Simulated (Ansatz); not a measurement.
Gas-phase electronic energies from Ansatz, PBE0-D4/def2-TZVP geometries. CCSD(T)/CBS is the MP2 limit (def2-TZVPP, def2-QZVPP) plus CCSD(T) − MP2 in def2-TZVPP, frozen cores. This one scheme is used for every species. DFT in def2-TZVPP. B3LYP here is the variant with VWN-RPA as its local correlation; programs differ in this. Elements past krypton have def2 core potentials. For Sn outer-core shells are correlated without core-valence functions, which leaves a few kJ/mol of doubt a bond. One conformer a species, not always the lowest.

`[F][SnH]([F])[F]` + CH₃SH → `C[S][SnH]([F])[F]` + H–F  (ligand exchange at the Sn–F bond)

Is it downhill or uphill in electronic energy at CCSD(T)/CBS, and by how much? (Estimate.)

Computed: Downhill: ΔE = -5.0 kcal/mol.

What do these levels give: r2SCAN0-D4, revPBE, B3LYP, RPA@PBE/def2-TZVPP, SCS-MP2/def2-TZVPP, CCSD/CBS(def2)? (Estimate.)

Ansatz gave: r2SCAN0-D4 -4.5, revPBE -2.5, B3LYP -1.3, RPA@PBE/def2-TZVPP -2.9, SCS-MP2/def2-TZVPP -3.5, CCSD/CBS(def2) -4.3 kcal/mol.

Largest T1 diagnostic among the species: 0.015.

From PBE to PBE0 (25 % exact exchange), in def2-TZVPP and without D4, ΔE moves by −0.8 kcal/mol. Leaving LDA and LC-ωPBE aside and taking each functional with its dispersion term where it has one, the values, not all of them listed here, spread over 4.7 kcal/mol, from HSE06-D4 to B97M-V. LDA lies −2.6 kcal/mol from PBE without D4.
